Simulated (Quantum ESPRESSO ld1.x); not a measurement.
Problem. These are the eigenvalues of the occupied orbitals of an atom or ion with whole-number occupations (hartree). Method: Dirac Kohn-Sham, PBE, spin-unpolarised, spherical densities, point nucleus; computed with ld1.x of Quantum ESPRESSO 7.5.

orbital  eigenvalue
1s1/2      -3234.25
2s1/2      -578.829
2p1/2      -555.810
2p3/2      -475.341
3s1/2      -139.806
3p1/2      -129.440
3p3/2      -111.486
3d3/2      -94.4828
3d5/2      -90.6648
4s1/2      -32.4134
4p1/2      -27.9280
4p3/2      -23.4995
4d3/2      -16.2036
4d5/2      -15.3732
4f5/2      -5.93585
5s1/2      -5.91268
4f7/2      -5.74564
5p1/2      -4.35721
5p3/2      -3.49615
5d3/2      -1.31990
5d5/2      -1.21361
6s1/2      -0.77366
6p1/2      -0.45744

Which element is it, and in what charge state? The configuration may be excited. Open shells, if any, fill j = l - 1/2 first.

Solution. Z = 82, lead, charge +1: Pb+ in [Xe] 4f13 5d10 6s2 6p2. The list shows which subshells hold electrons but not how many an open one holds; the 1s level, -3234.2 hartree, gives Z - s = 80.4 by -(Z - s)^2/2, which with screening and relativity narrows Z to a few neighbours, and the depths of the outer levels then fix element, charge and occupations together.
